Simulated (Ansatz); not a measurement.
Li⁺ beside CH₂O₂: one fragment in the basis of the whole pair (the partner's atoms are ghosts).

The input file, in.yaml:

```yaml
crystal:
  periodic: [false, false, false]
  atoms:
    - {symbol: Li, position_ang: [0.029492, 0.267696, -2.578562]}
basis:
  gaussian:
    orbitals: "def2-TZVPPD.json"
    ghost_atoms:
      - {symbol: O, position_ang: [0.245296, -0.472020, 1.320940]}
      - {symbol: C, position_ang: [-0.229156, 0.251760, 0.362382]}
      - {symbol: O, position_ang: [0.011916, 0.082269, -0.823531]}
      - {symbol: H, position_ang: [0.824826, -1.177678, 0.986378]}
      - {symbol: H, position_ang: [-0.882274, 1.047871, 0.732292]}
total_charge: 1
hamiltonian: {xc: {name: B97M-V}}
```

The basis file named in the input lies beside it (Basis Set Exchange, JSON).

Run by:

```bash
ansatz run in.yaml --threads 2 --pin off --events-out ev --progress --plain --max-ram 5222MiB
```

What Ansatz 0.2.0 printed:

```
Functional definition: B97M-V
  name "B97M-V"
  cite "Mardirossian & Head-Gordon, J. Chem. Phys. 142, 074111 (2015) doi:10.1063/1.4907719"
  cite "Becke, J. Chem. Phys. 107, 8554 (1997) doi:10.1063/1.475007"
  cite "Vydrov & Van Voorhis, J. Chem. Phys. 133, 244103 (2010) doi:10.1063/1.3521275"
  # Of w^i u^j: cxij and so on, Table III.
  parameter cx00 = 1.000
  parameter cx01 = 1.308
  parameter cx02 = 1.901
  parameter cx10 = 0.416
  parameter cx11 = 3.070
  parameter css00 = 1.000
  parameter css02 = -1.855
  parameter css10 = -5.668
  parameter css32 = -20.497
  parameter css42 = -20.364
  parameter cos00 = 1.000
  parameter cos01 = 1.573
  parameter cos03 = -6.298
  parameter cos10 = 2.535
  parameter cos32 = -6.427
  parameter b = 6.0
  parameter c = 0.01
  gx(w, u) = cx00 + cx01*u + cx02*u^2 + (cx10 + cx11*u)*w
  gss(w, u) = css00 + css02*u^2 + css10*w + (css32*w^3 + css42*w^4)*u^2
  gos(w, u) = cos00 + cos01*u + cos03*u^3 + cos10*w + cos32*w^3*u^2
  exchange = spin_sum(e_x_unif_s*gx(b97_w, b97_u_x))
  correlation = spin_sum(e_c_pw_mod_same_spin*gss(b97_w, b97_u_same))
      + integral(e_c_pw_mod_opposite_spin*gos(b97_w_opposite, b97_u_opposite)) + vv10(b, c)
780 factors; their error is unknown
mean field evaluation 1: about -198.9238 eV, gradient 5.9e-2 eV
mean field evaluation 2: about -198.9240 eV, gradient 5.9e-2 eV
mean field evaluation 4: about -198.9240 eV, gradient 1.2e-4 eV
mean field -198.92396707 eV, -7.3103209544 hartree, gradient 2.1e-6 eV, S^2 0.000000; 0 other end points of the search recorded, 0 dependent functions left out
reference -198.92397302 eV, -7.3103211730 hartree; 1, 1 occupied and 172, 172 virtual orbitals, 780 factors
Total energy: -198.92397302 eV, -7.3103211730 hartree
```

The lines “mean field evaluation” count trial sets of orbitals through the whole run, from several starts and some on an approximate energy, so they need not fall steadily or lie above the final value.

Hardware: 2 CPU threads of an Arm Neoverse V2, shared host. Wall time about 1.9 s.
